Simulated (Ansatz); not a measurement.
Consider the formal exchange of groups at the Si–C bond: `OC[SiH](O)[SiH3]` + `CSC=N` → `C[SiH](O)[SiH3]` + `N=CSCO`.

Isolated molecules relaxed with PBE0-D4/def2-TZVP in Ansatz; ΔE leaves out vibrations. CBS: MP2 limit from def2 TZ/QZ plus the TZ coupled-cluster correction, frozen cores. Each species was taken in one conformer, which may not be the lowest.

`OC[SiH](O)[SiH3]`:

Z-matrix (Å, degrees):
```
C
Si 1 1.887
O 1 1.421 2 110.3
H 1 1.094 2 110.3 3 -118.3
H 1 1.101 2 111.2 3 123.9
Si 2 2.350 1 111.9 3 -170.1
O 2 1.664 1 106.8 3 -47.2
H 2 1.485 1 109.4 3 66.1
H 3 0.962 1 108.0 2 43.9
H 6 1.488 2 111.5 1 -173.9
H 6 1.491 2 109.8 1 66.3
H 6 1.489 2 110.4 1 -52.9
H 7 0.958 2 117.7 1 -89.4
```

`CSC=N`:

```xyz
9

C    -1.296    0.518   -0.415
S     0.349    1.231   -0.432
C     1.267   -0.083    0.237
N     0.756   -1.185    0.593
H    -1.967    1.275   -0.820
H    -1.584    0.262    0.604
H    -1.323   -0.380   -1.031
H     2.329    0.176    0.306
H     1.468   -1.812    0.957
```

`C[SiH](O)[SiH3]`:

Z-matrix (Å, degrees):
```
C
Si 1 1.869
H 1 1.092 2 111.1
H 1 1.094 2 111.1 3 -120.6
H 1 1.094 2 110.3 3 120.0
O 2 1.657 1 112.1 3 59.1
Si 2 2.342 1 111.5 3 -59.2
H 2 1.496 1 107.9 3 -179.7
H 6 0.958 2 117.6 1 68.6
H 7 1.489 2 110.9 1 59.8
H 7 1.488 2 111.5 1 -178.9
H 7 1.490 2 109.3 1 -59.2
```

`N=CSCO`:

Z-matrix (Å, degrees):
```
C
O 1 1.397
S 1 1.807 2 115.2
H 1 1.096 2 112.9 3 -120.0
H 1 1.091 2 106.9 3 120.8
H 2 0.962 1 108.8 3 53.3
C 3 1.768 1 101.3 2 67.3
N 7 1.258 3 130.4 1 -8.4
H 7 1.093 3 110.1 1 171.4
H 8 1.019 7 113.0 3 -3.3
```

```
           species  HF/def2-QZVPP energy (Eh)
`OC[SiH](O)[SiH3]`                 -770.27872
           `CSC=N`                 -530.68904
 `C[SiH](O)[SiH3]`                 -695.40276
          `N=CSCO`                 -605.57547
```

Work out ΔE.

ΔE = (-695.40276) + (-605.57547) − (-770.27872) − (-530.68904) = -0.01047 Eh = -27.5 kJ/mol. CCSD(T)/CBS gives -29.6 kJ/mol.

Largest T1 diagnostic among the species: 0.014.
